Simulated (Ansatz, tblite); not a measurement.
Forces on Ge₂O₄⁺ at its PBE-D4/def2-SVP geometry. The state is a doublet with charge 1.

The xTB rows come from tblite. The structure holds 2 bonds between oxygen atoms, so isomers without such links may lie far lower. Another isomer (doublet) lies 0.27 eV lower at PBE0-D4/def2-TZVP; other spin states weren't run for this one.

GFN1-xTB (tblite), largest force 2.55 eV/Å:

```xyz
6
positions Å, forces eV/Å
Ge   -0.361   -0.714    1.092   -0.120    0.939   -0.650
Ge    2.067   -1.334   -1.575   -0.727    0.214    0.782
O    -1.090    1.506    0.134    0.811   -2.251    0.881
O    -1.560    0.290   -0.252    0.953    1.486    0.696
O    -0.007    1.311    0.933   -1.492   -0.120   -1.170
O     0.950   -1.060   -0.330    0.576   -0.267   -0.539
```

GFN2-xTB (tblite), largest force 2.30 eV/Å:

```
Ge -0.456 0.107 0.511
Ge -1.059 0.253 1.191
O 0.819 -2.016 0.668
O 0.384 1.547 0.261
O -1.207 0.503 -0.953
O 1.520 -0.394 -1.677
```

PBE-D4/def2-TZVP (Ansatz), largest force 0.36 eV/Å:

```
Ge -0.022 0.283 -0.214
Ge -0.134 0.032 0.152
O -0.055 0.108 -0.018
O -0.018 -0.241 0.028
O 0.135 -0.139 0.144
O 0.094 -0.042 -0.092
```
